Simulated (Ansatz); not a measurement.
Reaction (formal hydrolysis of a Ta–C bond): `[CH3][Ta](=[S])([Cl])[Cl]` + H₂O → `[OH][Ta](=[S])([Cl])[Cl]` + CH₄

Isolated molecules relaxed with PBE0-D4/def2-TZVP in Ansatz; ΔE leaves out vibrations. CCSD(T)/CBS adds triple-zeta CCSD(T) − MP2 to the extrapolated MP2 energy (def2 sets, frozen cores). This one scheme is used for every species. Functionals use def2-TZVPP. B3LYP here is the variant with VWN-RPA as its local correlation; programs differ in this. Elements past krypton have def2 core potentials. For Ta outer-core shells are correlated without core-valence functions, which leaves a few kJ/mol of doubt a bond. Each species was taken in one conformer, which may not be the lowest.

`[CH3][Ta](=[S])([Cl])[Cl]`:

```xyz
8

C     0.105   -0.905   -0.698
Ta   -0.088    0.778    0.581
S    -0.252   -0.089    2.534
Cl    1.834    1.988    0.378
Cl   -2.018    1.840   -0.010
H     0.991   -1.493   -0.436
H    -0.768   -1.559   -0.614
H     0.197   -0.559   -1.735
```

H₂O:

```xyz
3

O     0.215   -0.196    0.259
H    -0.677   -0.398   -0.032
H     0.462    0.594   -0.227
```

`[OH][Ta](=[S])([Cl])[Cl]`:

Cartesian coordinates in Å:
```
O -0.098 1.130 -0.995
Ta 0.150 -0.296 0.189
S -1.613 -0.490 1.398
Cl 0.455 -2.222 -1.003
Cl 1.939 0.146 1.539
H -0.833 1.732 -1.127
```

CH₄:

Cartesian coordinates in Å:
```
C 0.000 0.000 0.000
H -0.372 0.859 -0.558
H 0.990 0.224 0.395
H 0.060 -0.864 -0.661
H -0.679 -0.220 0.824
```

| level | ΔE (kcal/mol) | difference from CCSD(T)/CBS |
| --- | --- | --- |
| r2SCAN-D4 | -39.5 | -3.3 |
| ωB97M-V | -38.4 | -2.2 |
| B2PLYP | -39.5 | -3.3 |
| B3LYP | -40.1 | -3.9 |
| CAM-B3LYP | -41.0 | -4.8 |
| RPA@PBE/def2-TZVPP | -36.8 | -0.6 |
| CCSD/def2-SVP | -40.8 | -4.6 |
| CCSD/def2-TZVPP | -37.1 | -0.9 |
| SCS-MP2/def2-QZVPP | -37.1 | -0.9 |
| MP2/CBS(def2) | -36.0 | 0.2 |
| CCSD(T)/CBS | -36.2 | 0 |

Largest T1 diagnostic among the species: 0.020.

In def2-TZVPP, CCSD(T) changes the Hartree–Fock value by +3.6 kcal/mol (the triples alone add −0.0 kcal/mol) and MP2 by +3.8 kcal/mol. At CCSD(T), def2-SVP lies −5.0 kcal/mol from the extrapolated value and def2-TZVPP −0.9 kcal/mol. Leaving LDA and LC-ωPBE aside and taking each functional with its dispersion term where it has one, the values, not all of them listed here, spread over 3.2 kcal/mol, from CAM-B3LYP-D4 to HSE06-D4.
